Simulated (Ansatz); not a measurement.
The cluster Li₈Al⁻, relaxed as a singlet with RKS r2SCAN-D4/def2-TZVPD in Ansatz, starting from packed atoms. Force threshold 0.02 eV/Å.

The restricted singlet is unstable towards broken spin symmetry at other levels; at r2SCAN-D4/def2-TZVPD this wasn't settled. The highest occupied level of the charge -1 singlet lies above zero (up to 0.21 eV). Its loss leaves the charge 0 doublet, which lies 0.92 eV higher (vertical, at r2SCAN-D4/def2-TZVPD), but this difference is unsure: the doublet is doubtful (geometry relaxed on an unsound state). At r2SCAN-D4/def2-TZVPD a triplet of charge -1 lies 0.05 eV below the restricted singlet at the same geometry. That triplet is doubtful there (⟨S²⟩ 2.32, where a pure state has 2.00). The structure comes from a short search, and lower isomers may exist.

Start:

```xyz
9

Li   -1.5685    0.6377   -1.4171
Li   -0.5449   -2.6414    0.2198
Li   -1.9198   -0.1768    1.2146
Li    2.9029   -0.5400   -0.8594
Li   -1.2451    2.1621    0.5512
Li    0.4246   -0.2871    0.1021
Li    1.9189    1.9222   -0.2979
Li    0.1831    0.4461    2.5427
Al   -0.1513   -1.5228   -2.0560
```

| step | energy (eV) | largest force component (eV/Å) | SCF passes |
| --- | --- | --- | --- |
| 1 | -8231.1737 | 0.841 | 52 |
| 2 | -8231.7650 | 0.390 | 38 |
| 3 | -8232.0133 | 0.289 | 35 |
| 4 | -8232.1853 | 0.173 | 36 |
| 5 | -8232.3026 | 0.099 | 33 |
| 6 | -8232.3395 | 0.111 | 31 |
| 7 | -8232.3451 | 0.190 | 31 |
| 8 (rejected) | -8232.3362 | 0.156 | 32 |
| 9 | -8232.3688 | 0.090 | 32 |
| 10 | -8232.3991 | 0.089 | 31 |
| 11 | -8232.4411 | 0.115 | 33 |
| 12 | -8232.5044 | 0.157 | 31 |
| 13 | -8232.6120 | 0.237 | 31 |
| 14 | -8232.7222 | 0.222 | 30 |
| 15 | -8232.8231 | 0.104 | 30 |
| 16 | -8232.8910 | 0.198 | 30 |
| 17 | -8232.9371 | 0.148 | 25 |
| 18 | -8232.9721 | 0.099 | 25 |
| 19 | -8232.9972 | 0.068 | 27 |
| 20 | -8233.0349 | 0.095 | 29 |
| 21 | -8233.0893 | 0.123 | 27 |
| 22 | -8233.1619 | 0.126 | 27 |
| 23 | -8233.2170 | 0.061 | 24 |
| 24 | -8233.2391 | 0.084 | 25 |
| 25 | -8233.2728 | 0.085 | 25 |
| 26 | -8233.2919 | 0.034 | 25 |
| 27 (rejected) | -8233.2918 | 0.039 | 26 |
| 28 | -8233.2937 | 0.047 | 26 |
| 29 | -8233.2958 | 0.007 | 28 |

Force components are those of the run's own axes.

End:

```xyz
9

Li   -2.107   -0.600   -0.883
Li   -0.058   -2.741   -1.851
Li   -2.804    0.804    1.862
Li    2.670   -1.558   -1.230
Li   -0.749    1.750   -0.024
Li    0.104   -0.814    1.015
Li    2.041    1.177    0.126
Li    0.417    2.185    2.646
Al    0.486   -0.203   -1.659
```

Bonds lost: Li2–Li3, Li2–Li6, Li3–Li6, Li3–Li8, Li4–Li6, Li6–Li8 (atoms count from 1). Bonds formed: Li2–Li4, Li4–Al9, Li5–Li7, Li5–Al9, Li7–Al9 (atoms count from 1).

No frequencies were taken in this run, so the end may be a saddle point.

Run time 1.7 min (4 threads of Arm Neoverse V2 on a shared host).
